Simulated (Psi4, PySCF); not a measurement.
C2H7AlClN, singlet, geometry from GFN2-xTB (such geometries of metal compounds can be far from the true shape), atoms displaced at random by about 0.08 Å a coordinate. Base run: PySCF with R2SCAN/6-31G, gradient.

The PySCF input:
```python
from pyscf import gto, scf, dft

mol = gto.Mole()
mol.atom = '''
    Al    0.12780450   -0.75193135    0.50340920
    H    -0.40796232   -1.13517889    1.92045679
    Cl    1.76839648   -1.43605956   -0.51504194
    N    -0.84332389    0.61554937   -0.07519977
    C    -0.68132873    1.55595485   -1.20026845
    C    -2.00228219    1.23546501    0.89475062
    H    -1.71342871    1.57665931   -1.79687477
    H    -0.49029726    2.73194234   -1.05255487
    H     0.11745978    1.15607902   -1.71864923
    H    -1.73470067    2.29384228    1.20367152
    H    -2.75453852    1.17033921    0.33536261
    H    -1.97796440    0.66823769    1.76592541
'''
mol.basis = '6-31g'
mol.verbose = 3
mol.build()

mf = dft.RKS(mol)
mf.xc = 'r2scan'
mf.kernel()
g = mf.nuc_grad_method()
grad = g.kernel()
```

Programs used: Psi4, PySCF; a row that names a program was run with it.

The coordinate followed is y of atom 10.

The base run was repeated with changes; each row names its change, and settings that it needs were set with it.

```json
[
 {"change": "base", "dE/dx (Eh/bohr)": "0.019683", "net force (Eh/bohr)": "0.000860"},
 {"change": "grids.level = 1; grid_response = on", "dE/dx (Eh/bohr)": "0.019638", "net force (Eh/bohr)": "0.000000"},
 {"change": "grids.level = 5; grid_response = on", "dE/dx (Eh/bohr)": "0.019695", "net force (Eh/bohr)": "0.000000"},
 {"change": "finite difference step (bohr) = 1e-5; conv_tol = 1e-11", "dE/dx (Eh/bohr)": "0.019679", "net force (Eh/bohr)": "-"},
 {"change": "conv_tol = 1e-11", "dE/dx (Eh/bohr)": "0.019683", "net force (Eh/bohr)": "0.000860"},
 {"change": "finite difference step (bohr) = 0.01; conv_tol = 1e-11", "dE/dx (Eh/bohr)": "0.019668", "net force (Eh/bohr)": "-"},
 {"change": "density fitting = on", "dE/dx (Eh/bohr)": "0.019694", "net force (Eh/bohr)": "0.000860"},
 {"change": "finite difference step (bohr) = 0.2; conv_tol = 1e-11", "dE/dx (Eh/bohr)": "0.015088", "net force (Eh/bohr)": "-"},
 {"change": "code = psi4", "dE/dx (Eh/bohr)": "0.019683", "net force (Eh/bohr)": "0.000927"},
 {"change": "finite difference step (bohr) = 0.05; conv_tol = 1e-11", "dE/dx (Eh/bohr)": "0.019394", "net force (Eh/bohr)": "-"},
 {"change": "conv_tol = 1e-6", "dE/dx (Eh/bohr)": "0.019683", "net force (Eh/bohr)": "0.000860"},
 {"change": "finite difference step (bohr) = 1e-3; conv_tol = 1e-11", "dE/dx (Eh/bohr)": "0.019679", "net force (Eh/bohr)": "-"}
]
```

The net force is zero for an exact gradient.
